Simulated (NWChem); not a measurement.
The numbers come from NWChem runs, not from measurements. System: As, charge 0, spin multiplicity 4. Its SCF solution wasn't tested for a lower state. Level: UHF/3-21G.

Job file:

```
start mol
memory heap 200 mb stack 900 mb global 1100 mb
geometry units angstroms nocenter noautoz
  As     0.000000     0.000000     0.000000
  symmetry group D2h
end
basis spherical
  * library 3-21g
end
scf
  uhf
  nopen 3
  maxiter 100
  thresh 1e-7
  semidirect memsize 60000000 filesize 0
  # guess.movecs holds the orbitals of an unrestricted PBE0 run
  vectors input guess.movecs output mol.movecs
end
task scf energy
```

Part of the output:

```
             Northwest Computational Chemistry Package (NWChem) 7.3.0
             --------------------------------------------------------

                                NWChem Input Module
                                -------------------

 Scaling coordinates for geometry "geometry" by  1.889725989
 (inverse scale =  0.529177249)

                             Geometry "geometry" -> ""
                             -------------------------

 Output coordinates in angstroms (scale by  1.889725989 to convert to a.u.)

  No.       Tag          Charge          X              Y              Z
 ---- ---------------- ---------- -------------- -------------- --------------
    1 As                  33.0000     0.00000000     0.00000000     0.00000000

 Effective nuclear repulsion energy (a.u.)       0.0000000000

            Nuclear Dipole moment (a.u.)
            ----------------------------
        X                 Y               Z
 ---------------- ---------------- ----------------
     0.0000000000     0.0000000000     0.0000000000

      Symmetry information
      --------------------

 Group name             D2h
 Group number             26
 Group order               8
 No. of unique centers     1

      Symmetry unique atoms

     1


 Summary of "ao basis" -> "" (spherical)
 ------------------------------------------------------------------------------
       Tag                 Description            Shells   Functions and Types
 ---------------- ------------------------------  ------  ---------------------
 *                           3-21g                    on all atoms

 Summary of "ao basis" -> "ao basis" (spherical)
 ------------------------------------------------------------------------------
       Tag                 Description            Shells   Functions and Types
 ---------------- ------------------------------  ------  ---------------------
 As                          3-21g                  10       22   5s4p1d

                                 NWChem SCF Module
                                 -----------------

  ao basis        = "ao basis"
  functions       =    22
  atoms           =     1
  alpha electrons =    18
  beta  electrons =    15
  charge          =   0.00
  wavefunction    = UHF
  use symmetry    = T
  symmetry adapt  = T

 Summary of "ao basis" -> "ao basis" (spherical)
 ------------------------------------------------------------------------------
       Tag                 Description            Shells   Functions and Types
 ---------------- ------------------------------  ------  ---------------------
 As                          3-21g                  10       22   5s4p1d

      Symmetry analysis of basis
      --------------------------

        ag          7
        au          0
        b1g         1
        b1u         4
        b2g         1
        b2u         4
        b3g         1
        b3u         4

 Forming initial guess at       0.0s

   Symmetry analysis of molecular orbitals - initial alpha
   -------------------------------------------------------

  Numbering of irreducible representations:

     1 ag          2 au          3 b1g         4 b1u         5 b2g
     6 b2u         7 b3g         8 b3u

  Orbital symmetries:

     1 ag          2 ag          3 b1u         4 b2u         5 b3u
     6 ag          7 b3u         8 b2u         9 b1u        10 ag
    11 b1g        12 b2g        13 b3g        14 ag         15 ag
    16 b1u        17 b2u        18 b3u        19 ag         20 b1u
    21 b2u        22 b3u

   Symmetry analysis of molecular orbitals - initial beta
   ------------------------------------------------------

  Numbering of irreducible representations:

     1 ag          2 au          3 b1g         4 b1u         5 b2g
     6 b2u         7 b3g         8 b3u

  Orbital symmetries:

     1 ag          2 ag          3 b1u         4 b2u         5 b3u
     6 ag          7 b3u         8 b2u         9 b1u        10 ag
    11 b1g        12 b2g        13 b3g        14 ag         15 ag
    16 b1u        17 b3u        18 b2u        19 ag         20 b1u
    21 b2u        22 b3u

 Starting SCF solution at       0.0s

 ----------------------------------------------
         Quadratically convergent UHF

 Convergence threshold     :          1.000E-07
 Maximum no. of iterations :          100
 Integral*density screening:          1.000E-09
 ----------------------------------------------

              iter       energy          gnorm     gmax       time
             ----- ------------------- --------- --------- --------
                 1    -2223.4332603135  2.22D-01  6.94D-02      0.1
                 2    -2223.4353569558  1.19D-02  6.21D-03      0.1
                 3    -2223.4353752451  4.42D-05  2.87D-05      0.1
                 4    -2223.4353752455  5.86D-09  2.47D-09      0.1

       Final UHF  results
       ------------------

         Total SCF energy =  -2223.435375245549
      One electron energy =  -3105.000919174956
      Two electron energy =    881.565543929407
 Nuclear repulsion energy =      0.000000000000

                       Sz =      1.5000
                 Sz(Sz+1) =      3.7500
                      S^2 =      3.7502

        Time for solution =      0.1s

       Symmetry analysis of molecular orbitals - alpha
       -----------------------------------------------

  Numbering of irreducible representations:

     1 ag          2 au          3 b1g         4 b1u         5 b2g
     6 b2u         7 b3g         8 b3u

  Orbital symmetries:

     1 ag          2 ag          3 b1u         4 b2u         5 b3u
     6 ag          7 b2u         8 b3u         9 b1u        10 b3g
    11 b2g        12 b1g        13 ag         14 ag         15 ag
    16 b3u        17 b2u        18 b1u        19 ag         20 b3u
    21 b2u        22 b1u

       Symmetry analysis of molecular orbitals - beta
       ----------------------------------------------

  Numbering of irreducible representations:

     1 ag          2 au          3 b1g         4 b1u         5 b2g
     6 b2u         7 b3g         8 b3u

  Orbital symmetries:

     1 ag          2 ag          3 b1u         4 b2u         5 b3u
     6 ag          7 b2u         8 b3u         9 b1u        10 b3g
    11 b2g        12 b1g        13 ag         14 ag         15 ag
    16 b2u        17 b3u        18 b1u        19 ag         20 b3u
    21 b1u        22 b2u

          Final alpha eigenvalues
          -----------------------

              1
    1 -429.4525
    2  -55.9469
    3  -49.6928
    4  -49.6928
    5  -49.6928
    6   -7.9594
    7   -5.7848
    8   -5.7848
    9   -5.7848
   10   -2.0052
   11   -2.0052
   12   -2.0052
   13   -2.0052
   14   -2.0052
   15   -0.7954
   16   -0.3587
   17   -0.3587
   18   -0.3587
   19    0.4950
   20    0.5637
   21    0.5637
   22    0.5637

          Final beta eigenvalues
          ----------------------

              1
    1 -429.4449
    2  -55.9420
    3  -49.6828
    4  -49.6828
    5  -49.6828
    6   -7.9436
    7   -5.7635
    8   -5.7635
    9   -5.7635
   10   -1.9939
   11   -1.9939
   12   -1.9939
   13   -1.9939
   14   -1.9939
   15   -0.5417
   16    0.0633
   17    0.0633
   18    0.0633
   19    0.5583
   20    0.6482
   21    0.6482
   22    0.6482

                    UHF Final Alpha Molecular Orbital Analysis
                    ------------------------------------------

 Vector   16  Occ=1.000000D+00  E=-3.586728D-01  Symmetry=b3u
              MO Center=  1.8D-18, -1.2D-38,  1.3D-38, r^2= 2.0D+00
   Bfn.  Coefficient  Atom+Function         Bfn.  Coefficient  Atom+Function
  ----- ------------  ---------------      ----- ------------  ---------------
    15      0.612889  1 As px                11      0.506572  1 As px
     7     -0.292958  1 As px

 Vector   17  Occ=1.000000D+00  E=-3.586728D-01  Symmetry=b2u
              MO Center= -2.6D-39,  1.8D-18, -3.8D-39, r^2= 2.0D+00
   Bfn.  Coefficient  Atom+Function         Bfn.  Coefficient  Atom+Function
  ----- ------------  ---------------      ----- ------------  ---------------
    16      0.612889  1 As py                12      0.506572  1 As py
     8     -0.292958  1 As py

 Vector   18  Occ=1.000000D+00  E=-3.586728D-01  Symmetry=b1u
              MO Center=  2.0D-22, -4.3D-22,  6.0D-18, r^2= 2.0D+00
   Bfn.  Coefficient  Atom+Function         Bfn.  Coefficient  Atom+Function
  ----- ------------  ---------------      ----- ------------  ---------------
    17      0.612889  1 As pz                13      0.506572  1 As pz
     9     -0.292958  1 As pz

 Vector   19  Occ=0.000000D+00  E= 4.949871D-01  Symmetry=ag
              MO Center=  4.8D-21, -3.2D-22,  1.4D-21, r^2= 2.7D+00
   Bfn.  Coefficient  Atom+Function         Bfn.  Coefficient  Atom+Function
  ----- ------------  ---------------      ----- ------------  ---------------
    10      1.791793  1 As s                 14     -1.752414  1 As s
     2      0.184360  1 As s

 Vector   20  Occ=0.000000D+00  E= 5.636831D-01  Symmetry=b3u
              MO Center=  3.0D-18,  9.9D-39, -8.7D-39, r^2= 3.2D+00
   Bfn.  Coefficient  Atom+Function         Bfn.  Coefficient  Atom+Function
  ----- ------------  ---------------      ----- ------------  ---------------
    11      1.423073  1 As px                15     -1.277917  1 As px
     7     -0.418591  1 As px

 Vector   21  Occ=0.000000D+00  E= 5.636831D-01  Symmetry=b2u
              MO Center=  9.5D-39,  2.7D-18,  1.2D-38, r^2= 3.2D+00
   Bfn.  Coefficient  Atom+Function         Bfn.  Coefficient  Atom+Function
  ----- ------------  ---------------      ----- ------------  ---------------
    12      1.423073  1 As py                16     -1.277917  1 As py
     8     -0.418591  1 As py

                     UHF Final Beta Molecular Orbital Analysis
                     -----------------------------------------

 Vector   13  Occ=1.000000D+00  E=-1.993911D+00  Symmetry=ag
              MO Center= -5.2D-19, -9.5D-19, -1.5D-19, r^2= 1.4D-01
   Bfn.  Coefficient  Atom+Function         Bfn.  Coefficient  Atom+Function
  ----- ------------  ---------------      ----- ------------  ---------------
    20      0.763797  1 As d  0              22      0.645456  1 As d  2

 Vector   14  Occ=1.000000D+00  E=-1.993911D+00  Symmetry=ag
              MO Center=  2.4D-18,  2.9D-19, -1.1D-19, r^2= 1.4D-01
   Bfn.  Coefficient  Atom+Function         Bfn.  Coefficient  Atom+Function
  ----- ------------  ---------------      ----- ------------  ---------------
    22      0.763797  1 As d  2              20     -0.645456  1 As d  0

 Vector   15  Occ=1.000000D+00  E=-5.416535D-01  Symmetry=ag
              MO Center= -3.4D-30,  3.5D-24, -2.4D-26, r^2= 1.4D+00
   Bfn.  Coefficient  Atom+Function         Bfn.  Coefficient  Atom+Function
  ----- ------------  ---------------      ----- ------------  ---------------
    14      0.619082  1 As s                 10      0.474475  1 As s
     6     -0.364462  1 As s

 Vector   16  Occ=0.000000D+00  E= 6.326572D-02  Symmetry=b2u
              MO Center=  5.3D-40,  8.7D-18, -1.1D-39, r^2= 2.5D+00
   Bfn.  Coefficient  Atom+Function         Bfn.  Coefficient  Atom+Function
  ----- ------------  ---------------      ----- ------------  ---------------
    16      0.790017  1 As py                12      0.297014  1 As py
     8     -0.229457  1 As py

 Vector   17  Occ=0.000000D+00  E= 6.326572D-02  Symmetry=b3u
              MO Center=  8.3D-18, -3.3D-39,  2.6D-39, r^2= 2.5D+00
   Bfn.  Coefficient  Atom+Function         Bfn.  Coefficient  Atom+Function
  ----- ------------  ---------------      ----- ------------  ---------------
    15      0.790017  1 As px                11      0.297014  1 As px
     7     -0.229457  1 As px

 Vector   18  Occ=0.000000D+00  E= 6.326572D-02  Symmetry=b1u
              MO Center= -5.2D-37, -7.5D-37,  3.6D-17, r^2= 2.5D+00
   Bfn.  Coefficient  Atom+Function         Bfn.  Coefficient  Atom+Function
  ----- ------------  ---------------      ----- ------------  ---------------
    17      0.790017  1 As pz                13      0.297014  1 As pz
     9     -0.229457  1 As pz

 center of mass
 --------------
 x =   0.00000000 y =   0.00000000 z =   0.00000000

 moments of inertia (a.u.)
 ------------------
           0.000000000000           0.000000000000           0.000000000000
           0.000000000000           0.000000000000           0.000000000000
           0.000000000000           0.000000000000           0.000000000000

  Mulliken analysis of the total density
  --------------------------------------

    Atom       Charge   Shell Charges
 -----------   ------   -------------------------------------------------------
    1 As  33    33.00   2.00  2.00  5.99  2.00  5.95  0.85  1.35  1.15  1.71 10.00

  Mulliken analysis of the alpha density
  --------------------------------------

    Atom       Charge   Shell Charges
 -----------   ------   -------------------------------------------------------
    1 As  33    18.00   1.00  1.00  3.00  1.00  2.98  0.42  1.30  0.58  1.71  5.00

   Mulliken analysis of the beta density
   -------------------------------------

    Atom       Charge   Shell Charges
 -----------   ------   -------------------------------------------------------
    1 As  33    15.00   1.00  1.00  3.00  1.00  2.97  0.44  0.04  0.56 -0.00  5.00

   Mulliken analysis of the spin density
   -------------------------------------

    Atom       Charge   Shell Charges
 -----------   ------   -------------------------------------------------------
    1 As  33     3.00  -0.00 -0.00  0.00 -0.00  0.02 -0.02  1.26  0.02  1.72  0.00

       Multipole analysis of the density wrt the origin
       ------------------------------------------------

     L   x y z        total         alpha         beta         nuclear
     -   - - -        -----         -----         ----         -------
     0   0 0 0     -0.000000    -18.000000    -15.000000     33.000000

     1   1 0 0      0.000000      0.000000     -0.000000      0.000000
     1   0 1 0      0.000000      0.000000      0.000000      0.000000
     1   0 0 1     -0.000000     -0.000000      0.000000      0.000000

     2   2 0 0    -13.622638    -10.478556     -3.144082      0.000000
     2   1 1 0      0.000000      0.000000     -0.000000      0.000000
     2   1 0 1     -0.000000     -0.000000     -0.000000      0.000000
     2   0 2 0    -13.622638    -10.478556     -3.144082      0.000000
     2   0 1 1      0.000000      0.000000     -0.000000      0.000000
     2   0 0 2    -13.622638    -10.478556     -3.144082      0.000000

 Task  times  cpu:        0.1s     wall:        0.1s

 Total times  cpu:        0.1s     wall:        0.1s
```
